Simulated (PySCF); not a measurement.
**Frontier orbitals and the lowest excitations**

Compound: Ge(CCH)H3, C2H4Ge.
Geometry (PBE0-D3(BJ)/def2-SVP, Å), atoms numbered from 1 in this order:
```
atom  x, y, z in Å
Ge1    0.0037    0.0090   -1.1035
C2    -0.0028   -0.0013    0.7974
C3    -0.0073   -0.0160    2.0132
H4    -0.0103   -0.0259    3.0888
H5     1.4588    0.0167   -1.5934
H6    -0.7255    1.2676   -1.5952
H7    -0.7166   -1.2500   -1.6072
```

Computed with TDDFT CAM-B3LYP/def2-SVPD, vertical, gas phase, core orbitals frozen in the response in PySCF. Relativistic effects, spin–orbit coupling among them, are left out although an element past zinc is present.

Frontier orbitals with the atoms that hold most of them (Löwdin shares over 4%, at most four atoms; ? is withheld):

```
orbital  ε (eV)                            atoms
 LUMO+2    1.19   C3 27%, Ge1 26%, C2 25%, H6 8%
 LUMO+1    1.19   C3 27%, Ge1 26%, C2 26%, H7 7%
   LUMO    0.87                                ?
   HOMO   -9.50           C2 40%, C3 40%, Ge1 8%
 HOMO-1   -9.50    C2 40%, C3 40%, Ge1 8%, H6 5%
 HOMO-2  -11.52  Ge1 40%, H5 23%, H6 19%, C2 10%
 HOMO-3  -11.52  Ge1 40%, H7 28%, H6 11%, C2 10%
```

Q: Give the leading atoms of the LUMO.

A: Ge1 (bonded to C and 3 H) 58%; H7 (bonded to Ge) 9%; H5 (bonded to Ge) 9%; H6 (bonded to Ge) 9%. By element: germanium 58%, hydrogen 27% or more.

Within 0.005 eV of a neighbour in this list lie HOMO-3/HOMO-2, HOMO-1/HOMO and LUMO+1/LUMO+2 (point group found: C3v); within a degenerate set the shares of single atoms can hang on how the components are chosen.

Q: How does S1 compare with the orbital gap of 10.37 eV?

A: S1 is at 6.11 eV (f = 0.0000), 4.26 eV below the gap, made of HOMO-1/HOMO→LUMO+1/LUMO+2 (≥84%). Its leading pair isn't HOMO and LUMO; the energies of that pair differ by 10.69 eV. 

Next come S2 at 6.37 eV (f 0.0012), HOMO-1/HOMO→LUMO+1/LUMO+2 (≥76%); S3 at 6.37 eV (f 0.0011), HOMO-1/HOMO→LUMO+1/LUMO+2 (≥76%); S4 at 7.59 eV (f 0.0008), HOMO-1/HOMO→LUMO (≥84%), HOMO-1/HOMO→LUMO+3 (≥9%); S5 at 7.59 eV (f 0.0008), HOMO-1/HOMO→LUMO (≥84%), HOMO-1/HOMO→LUMO+3 (≥9%).

Orbitals of the list HOMO-3 to LUMO+2 that lie within 0.01 eV of each other are written together with a slash and their weights summed (≥ marks a lower bound); for degenerate orbitals outside that list single weights are arbitrary.

Time: 6.4 s of wall time. Hardware: one thread of an Arm Neoverse V2, on a shared host.
